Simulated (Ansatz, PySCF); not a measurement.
A small calculation by hand: transport gap, exciton binding and injection barriers

C₁₀H₇N₃, SMILES C1=CC=C2N3C(=CC=C2)N=CN=C31.

Coordinates come from a PBE0-D3(BJ)/def2-SVP optimisation.

Gas-phase, vertical values: ionisation energy 6.85 eV and electron affinity 0.66 eV from ΔSCF with PBE/def2-SVPD (Ansatz, a program for electronic structure); S1 1.73 eV and T1 1.50 eV from TDA-PBE/def2-SVP (PySCF). Assume, for the exercise, a film of permittivity 3.0, a cavity radius of 7.0 Å and electrodes of work function 4.7 eV (anode) and 4.2 eV (cathode), with aligned vacuum levels.

Question: Work out the fundamental gap and exciton binding energy in the gas phase, the levels in the film by Born's model, the injection barriers and the thermal weight of S1 against T1 at 298 K.

Answer: 
Fundamental gap IE − EA = 6.19 eV; exciton binding = gap − S1 = 4.46 eV.
Born polarisation P = (14.3996 eV Å / 2r)(1 − 1/ε) = 0.69 eV. Film: IE = 6.16 eV, EA = 1.35 eV, transport gap 4.81 eV; with S1 unchanged the binding falls to 3.08 eV.
Hole barrier IE − Φ(anode) = 1.46 eV; electron barrier Φ(cathode) − EA = 2.85 eV (a negative value means no barrier, and the level would pin).
ΔE(ST) = S1 − T1 = 0.23 eV, and the triplet has three sublevels, so the ratio S1/T1 is (1/3) exp(−ΔE/kT) = 4.3e-5 with kT = 0.02569 eV: small enough a gap for thermal return to the singlet. All inputs carry the errors of their functional, and relaxed states would shift them.
